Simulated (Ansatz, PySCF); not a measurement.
Breaking a bond: SiS, singlet.

Levels of theory: UHF/cc-pVTZ (PySCF); RHF/cc-pVTZ (PySCF); UKS-B3LYP = unrestricted B3LYP/cc-pVTZ in PySCF 2.14.0; RKS-B3LYP = restricted B3LYP/cc-pVTZ in PySCF 2.14.0; UKS-BLYP = unrestricted BLYP/cc-pVTZ run with PySCF; RKS-BLYP = restricted BLYP/cc-pVTZ (PySCF); UKS-PBE0 = unrestricted PBE0/cc-pVTZ (PySCF 2.14.0); RKS-PBE0 = PySCF 2.14.0 with restricted PBE0/cc-pVTZ; UKS-PBE = unrestricted PBE/cc-pVTZ in Ansatz (a program for electronic structure); RKS-PBE = restricted PBE/cc-pVTZ (Ansatz); UKS-B3LYP/6-31G* = unrestricted B3LYP/6-31G*, spherical d (PySCF); RKS-B3LYP/6-31G* = PySCF with restricted B3LYP/6-31G*, spherical d; UKS-B3LYP/3-21G = unrestricted B3LYP/3-21G run with PySCF 2.14.0; RKS-B3LYP/3-21G = restricted B3LYP/3-21G (PySCF 2.14.0); UKS-BP86/6-31G* = unrestricted BP86/6-31G*, spherical d in PySCF; RKS-BP86/6-31G* = restricted BP86/6-31G*, spherical d (PySCF); UKS-M06-2X/6-31G* = unrestricted M06-2X/6-31G*, spherical d (PySCF 2.14.0); RKS-M06-2X/6-31G* = restricted M06-2X/6-31G*, spherical d in PySCF 2.14.0.

Scanned distances (Å): 1.45, 1.53, 1.64, 1.73, 1.82, 1.86, 1.93, 1.97, 2.05, 2.12, 2.26, 2.42, 2.59, 2.89, 3.22, 3.51, 3.91, 4.29, 4.71, 5.21, 5.83, 6.74, 7.79.

**Question.** Where does the unrestricted solution first break spin symmetry (<S²> of 0.01 or more)?

**Answer.** UHF: between 2.12 and 2.26 Å; UKS-B3LYP: between 2.42 and 2.59 Å; UKS-BLYP: between 2.59 and 2.89 Å; UKS-PBE0: between 2.42 and 2.59 Å; UKS-PBE: between 2.59 and 2.89 Å; UKS-B3LYP/6-31G*: between 2.42 and 2.59 Å; UKS-B3LYP/3-21G: between 2.42 and 2.59 Å; UKS-BP86/6-31G*: between 2.59 and 2.89 Å; UKS-M06-2X/6-31G*: between 2.42 and 2.59 Å.

```tsv
R / Å	<S²> UHF	E(RHF) − E(UHF) / kcal/mol	<S²> UKS-B3LYP	E(RKS-B3LYP) − E(UKS-B3LYP) / kcal/mol	<S²> UKS-BLYP	E(RKS-BLYP) − E(UKS-BLYP) / kcal/mol	<S²> UKS-PBE0	E(RKS-PBE0) − E(UKS-PBE0) / kcal/mol	<S²> UKS-PBE	E(RKS-PBE) − E(UKS-PBE) / kcal/mol	<S²> UKS-B3LYP/6-31G*	E(RKS-B3LYP/6-31G*) − E(UKS-B3LYP/6-31G*) / kcal/mol	<S²> UKS-B3LYP/3-21G	E(RKS-B3LYP/3-21G) − E(UKS-B3LYP/3-21G) / kcal/mol	<S²> UKS-BP86/6-31G*	E(RKS-BP86/6-31G*) − E(UKS-BP86/6-31G*) / kcal/mol	<S²> UKS-M06-2X/6-31G*	E(RKS-M06-2X/6-31G*) − E(UKS-M06-2X/6-31G*) / kcal/mol
1.45	0.00	0.0	0.00	0.0	0.00	0.0	0.00	0.0	0.00	0.0	0.00	0.0	0.00	0.0	0.00	0.0	0.00	0.0
1.53	0.00	0.0	0.00	0.0	0.00	0.0	0.00	0.0	0.00	0.0	0.00	0.0	0.00	0.0	0.00	0.0	0.00	0.0
1.64	0.00	0.0	0.00	0.0	0.00	0.0	0.00	0.0	0.00	0.0	0.00	0.0	0.00	0.0	0.00	0.0	0.00	0.0
1.73	0.00	0.0	0.00	0.0	0.00	0.0	0.00	0.0	0.00	0.0	0.00	0.0	0.00	0.0	0.00	0.0	0.00	0.0
1.82	0.00	0.0	0.00	0.0	0.00	0.0	0.00	0.0	0.00	0.0	0.00	0.0	0.00	0.0	0.00	0.0	0.00	0.0
1.86	0.00	0.0	0.00	0.0	0.00	0.0	0.00	0.0	0.00	0.0	0.00	0.0	0.00	0.0	0.00	0.0	0.00	0.0
1.93	0.00	0.0	0.00	0.0	0.00	0.0	0.00	0.0	0.00	0.0	0.00	0.0	0.00	0.0	0.00	0.0	0.00	0.0
1.97	0.00	0.0	0.00	0.0	0.00	0.0	0.00	0.0	0.00	0.0	0.00	0.0	0.00	0.0	0.00	0.0	0.00	0.0
2.05	0.00	0.0	0.00	0.0	0.00	0.0	0.00	0.0	0.00	0.0	0.00	0.0	0.00	0.0	0.00	0.0	0.00	0.0
2.12	0.00	0.0	0.00	0.0	0.00	0.0	0.00	0.0	0.00	0.0	0.00	0.0	0.00	0.0	0.00	0.0	0.00	0.0
2.26	0.66	2.9	0.00	0.0	0.00	0.0	0.00	0.0	0.00	0.0	0.00	0.0	0.00	0.0	0.00	0.0	0.00	0.0
2.42	0.87	13.2	0.00	0.0	0.00	0.0	0.00	0.0	0.00	0.0	0.00	0.0	0.00	0.0	0.00	0.0	0.00	0.0
2.59	0.97	25.5	0.19	0.2	0.00	0.0	0.39	1.1	0.00	0.0	0.23	0.3	0.21	0.3	0.00	0.0	0.35	0.9
2.89	1.38	45.6	0.80	5.1	0.50	1.4	0.92	8.9	0.63	2.4	0.82	5.1	0.83	5.0	0.58	2.0	0.95	9.9
3.22	1.77	62.7	1.11	14.7	0.96	5.7	1.20	21.0	1.07	7.8	1.14	14.6	1.17	14.2	1.03	7.0	1.24	24.4
3.51	2.01	72.8	1.37	23.4	1.24	10.1	1.50	32.0	1.33	12.9	1.39	23.3	1.38	22.8	1.30	11.8	1.55	36.9
3.91	2.02	81.6	1.66	35.2	1.49	15.4	1.75	46.2	1.55	19.2	1.66	35.2	1.66	34.6	1.53	17.6	1.61	—
4.29	2.03	86.2	1.79	44.3	1.62	19.5	1.86	55.2	1.67	23.9	1.79	44.5	1.79	44.0	1.66	22.0	1.81	—
4.71	2.03	88.9	1.87	50.5	1.72	22.8	1.94	59.7	1.78	27.8	1.87	51.5	1.87	51.4	1.75	25.5	1.91	—
5.21	2.03	90.4	1.93	53.3	1.80	25.8	1.98	62.8	1.85	31.4	1.93	54.7	1.93	54.9	1.83	28.5	2.01	—
5.83	2.03	91.1	1.96	55.1	1.85	28.2	2.01	65.1	1.88	34.0	1.96	56.6	1.98	56.7	1.87	31.1	2.01	—
6.74	2.03	91.5	1.99	56.6	1.87	30.0	2.01	66.9	1.90	35.9	1.99	58.1	1.99	58.3	1.89	32.7	2.01	—
7.79	2.03	91.6	2.01	57.5	1.88	—	2.01	67.8	1.91	36.6	0.00	—	0.00	—	1.90	33.4	0.00	—
```

A dash means that the run gave no value there, or that the column was ended at a point which the program doubted or which failed a test of continuity chosen for this set; such a test can also cut sound points.
